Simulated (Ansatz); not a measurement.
Born–Oppenheimer molecular dynamics of BrH (2 atoms, charge 0, multiplicity 1). It starts from a relaxed structure.

Level of theory: RKS PBE/def2-mTZVP in Ansatz 0.2.0.

```
ensemble                      : NVE (velocity Verlet)
time step                     : 1 fs
steps asked                   : 250
starting velocities drawn for : 300 K
masses                        : H 10 u
seed                          : 151897
```

First frame:

```xyz
2
Properties=species:S:1:pos:R:3
Br -0.614 0.222 -0.310
H 0.614 -0.222 0.310
```

Task: What does the run give?

Result: All steps were run.

| Quantity | Value |
| --- | --- |
| steps done | 250 |
| time covered | 250 fs |
| mean temperature over the second half | 147 K |
| spread of the potential energy over the second half | 2.3 meV per atom |
| mean potential energy of the second half above the start | 3.3 meV per atom |

The conserved energy stayed within 0.041 meV per atom of its start (net change 0.038 meV per atom), so the integration is sound. The temperature averaged 0.49 of the 300 K drawn at the start: a run that starts near a minimum puts about half its kinetic energy into the potential. A run of 0.25 ps of so small a system gives no equilibrium averages.

Task: What happens to the structure?

Result: The same pairs are bonded in the first frame and the last. Pairs count as bonded within 1.25 times the sum of covalent radii (0.12 Å more for H–H). Another seed would give other details.

Task: How do temperature and energy run in time?

Result: 
```
time (fs)  T (K)  potential energy less start (eV)  conserved less start (meV/atom)
      0.0    300                             0.000                             0.00
     12.0     15                             0.012                             0.04
     24.0    230                             0.003                             0.01
     36.0    186                             0.005                             0.01
     48.0     41                             0.011                             0.03
     60.0    294                             0.000                             0.00
     72.0     16                             0.012                             0.04
     84.0    210                             0.004                             0.01
     96.0    156                             0.006                             0.02
    108.0     54                             0.011                             0.03
    120.0    299                             0.000                             0.00
    132.0     11                             0.013                             0.04
    144.0    239                             0.003                             0.01
    156.0    175                             0.005                             0.02
    168.0     48                             0.011                             0.03
    180.0    291                             0.000                             0.00
    192.0     12                             0.013                             0.04
    204.0    219                             0.004                             0.01
    216.0    145                             0.007                             0.02
    228.0     63                             0.010                             0.03
    240.0    298                             0.000                             0.00
```

Run time: 110 s on 1 thread of Intel(R) Xeon(R) Processor @ 2.70GHz, with other jobs on the host, peak memory 0.087 GiB.
